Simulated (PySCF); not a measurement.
C₆H₆.

```xyz
12

C      0.0000     2.8118     0.6721
C      0.0000     2.0283    -0.4186
C      0.0000     0.6100    -0.3941
C      0.0000    -0.6100    -0.3941
C      0.0000    -2.0283    -0.4186
C      0.0000    -2.8118     0.6721
H      0.0000     3.9000     0.5776
H      0.0000     2.3865     1.6788
H      0.0000     2.4930    -1.4123
H      0.0000    -2.4930    -1.4123
H      0.0000    -2.3865     1.6788
H      0.0000    -3.9000     0.5776
```
Charge 0, spin multiplicity 1.

Coordinates come from a PBE0-D3(BJ)/def2-SVP optimisation.

All values below come from PBE0/pcSseg-1 (PySCF). Non-relativistic, no solvent.

### Question
Give the absolute GIAO shielding of each atom: isotropic value and principal components (ppm). (The exact figures need the calculation; the answer reports its results.)

### Answer

```
atom  σ(iso)    σ11   σ22    σ33   span
----  ------  -----  ----  -----  -----
C1      47.1  -77.5  58.0  160.7  238.3
C2      58.5  -56.3  71.4  160.5  216.8
C3      85.6   13.1  18.8  224.8  211.7
C4      85.6   13.1  18.8  224.8  211.7
C5      58.5  -56.3  71.4  160.5  216.8
C6      47.1  -77.5  58.0  160.7  238.3
H7      25.5   22.4  25.2   28.7    6.3
H8      25.3   21.6  24.9   29.4    7.8
H9      25.2   22.5  25.5   27.5    5.0
H10     25.2   22.5  25.5   27.5    5.0
H11     25.3   21.6  24.9   29.4    7.8
H12     25.5   22.4  25.2   28.7    6.3
```
